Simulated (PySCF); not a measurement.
Sn(Cl)3(SeH) (Cl3HSeSn), SMILES [Cl][Sn]([Cl])([Cl])[SeH].

The structure is a stationary point at B3LYP-D3(BJ)/def2-SVP. The structure was generated by enumeration; whether it is a known compound was not checked. The def2 effective core potentials stand for the cores of Sn; spin–orbit coupling is left out. The values are those of a single conformer.

Computed with PySCF 2.14.0 with TDA-PBE/def2-SVPD.

Vertical excitations. Gas-phase values at a fixed geometry.

Computed UV-visible absorptions:
```csv
state,energy (eV),λ (nm),f,main pairs
S1,2.76,449,0.005,HOMO→LUMO 99 %
S2,3.82,325,0.000,HOMO−1→LUMO 99 %
S3,4.02,309,0.008,HOMO−3→LUMO 94 %
S4,4.03,308,0.006,HOMO−4→LUMO 94 %
S5,4.22,294,0.073,HOMO−2→LUMO 80 %
S6,4.26,291,0.019,HOMO−5→LUMO 83 %
S7,4.27,290,0.017,HOMO−6→LUMO 89 %
S8,5.02,247,0.002,HOMO→LUMO+1 98 %
S9,5.47,227,0.017,"HOMO−7→LUMO 57 %, HOMO→LUMO+2 39 %"
S10,5.76,215,0.000,HOMO→LUMO+3 99 %
T1,2.41,514,0,HOMO→LUMO 100 %
T2,3.56,348,0,HOMO−2→LUMO 96 %
T3,3.57,348,0,HOMO−1→LUMO 97 %
T4,3.71,334,0,HOMO−3→LUMO 99 %
```
Triplets are in the Tamm–Dancoff approximation.
